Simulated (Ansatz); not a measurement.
As₄, triplet, at the geometry of the source list (a higher spin typed on purpose: for a closed-shell molecule this is an excited state). Base run: HF/3-21G run with Ansatz (a quantum-chemistry and plane-wave program).

Ansatz was given this input:
Ansatz 0.2 input:
```yaml
crystal:
  periodic: [false, false, false]
  atoms:
    - {symbol: As, position_ang: [-0.98290000, 0.09040000, -1.07740000]}
    - {symbol: As, position_ang: [0.66590000, 1.29050000, 0.16130000]}
    - {symbol: As, position_ang: [0.99120000, -1.02180000, -0.32940000]}
    - {symbol: As, position_ang: [-0.67420000, -0.35910000, 1.24560000]}
basis:
  gaussian:
    orbitals: 3-21G.json
hamiltonian:
  xc: hf
magnetization: {spin_polarized: true, initial_magnetization: 2}
```
The basis file holds 3-21G in the JSON format of the Basis Set Exchange.

Variants of this job, named by their change:

```json
[
 {"change": "base", "basis functions": "92", "E (Eh)": "-8893.61557", "outcome": "converged"},
 {"change": "basis = cc-pVDZ-DK; relativity = spin-free X2C", "basis functions": "108", "E (Eh)": "-9035.66871", "outcome": "converged"},
 {"change": "basis = x2c-SVPall; relativity = spin-free X2C; nucleus = Gaussian", "basis functions": "128", "E (Eh)": "-9034.44241", "outcome": "converged"},
 {"change": "basis = cc-pVTZ-DK; relativity = spin-free X2C", "basis functions": "-", "E (Eh)": "-", "outcome": "cut at the time limit"},
 {"change": "basis = cc-pVDZ-DK; relativity = spin-free X2C; nucleus = Gaussian", "basis functions": "108", "E (Eh)": "-9035.61479", "outcome": "converged"},
 {"change": "basis = x2c-SVPall; relativity = none", "basis functions": "128", "E (Eh)": "-8894.61394", "outcome": "converged"},
 {"change": "basis = cc-pVDZ-DK; relativity = none", "basis functions": "108", "E (Eh)": "-8879.92640", "outcome": "converged"},
 {"change": "basis = x2c-SVPall; relativity = spin-free X2C", "basis functions": "128", "E (Eh)": "-9034.49025", "outcome": "converged"}
]
```

Totals shift with the method and basis; they matter in differences.

Ansatz warned in this series: the basis is contracted for relativity, which the run leaves out.

Basis sets contracted for a relativistic Hamiltonian are a mismatch without it, so the rows without relativity aren't non-relativistic limits. No row has spin-orbit coupling; sets with core potentials leave out the core electrons.
